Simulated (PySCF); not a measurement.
C3H10GeS, SMILES [GeH3][CH2]CSC at its GFN2-xTB optimised geometry (Å):

```
15

C      1.6509    -2.0153     0.0000
S     -0.1640    -2.0153     0.0000
C     -0.4811    -0.2155     0.0000
C     -0.2454     0.4314     1.3484
Ge    -0.6168     2.3706     1.2895
H      2.0260    -1.6032     0.9329
H      2.0117    -1.4400    -0.8489
H      1.9604    -3.0508    -0.0942
H     -1.5249    -0.1194    -0.2996
H      0.1493     0.2241    -0.7749
H     -0.8824    -0.0426     2.0975
H      0.7884     0.2795     1.6659
H     -2.0260     2.6414     0.8770
H     -0.3873     3.0111     2.6196
H      0.2740     3.0508     0.2996
```

Calculation: CAM-B3LYP/def2-TZVP (PySCF 2.14.0). Cells within 0.4 Å of a nucleus heavier than hydrogen are left out (blank, or x).

Map of the deformation density (molecule minus spherical neutral atoms) (e/bohr³) on the plane z = 1.2 Å:

```
|2222222222222222222222222|
|2222222222222222222222222|
|2222222222222222222222222|
|2222222222222222222222222|
|2222222222112222222222222|
|2222222243123322222222222|
|2222222396103322222222222|
|2222222385xx2222222222222|
|2222222232213212222222222|
|2222222222596222222222222|
|2222222221395322222222222|
|22222222111xx841222222222|
|2222222211263521222222222|
|2222222221111111222222222|
|2222222221111111112222222|
|2222222222222111211222222|
|2222222222333222421222222|
|2222222222343221222222222|
|2222222222333221222222222|
|2222222222222222222222222|
|2222222222222222222222222|
|2222222222222222222222222|
|2222222222222222222222222|
|2222222222222222222222222|
|2222222222222222222222222|
```
Scale: ten equal steps from -0.017 (start of '0') to 0.044 (end of '9'), in the order '0123456789'; x runs from -5.50 to 5.50, y from -5.50 (bottom) to 5.50 (top).
